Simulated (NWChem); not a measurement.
Species: octasulfur (S$_{8}$); SMILES S1SSSSSSS1

Results from NWChem. Geometry: optimised at B3LYP/6-31G* (spherical d). Level SCAN/def2-SVP: energy and gradient on several grids; changes count from the extra-fine grid, which is no exact limit either.

```csv
grid,size of the energy change (μHa),largest change of a gradient component (μHa/bohr)
xcoarse,300000,700
coarse,20000,500
medium,8000,80
fine,8000,< 30
xfine,< 10,< 30
```
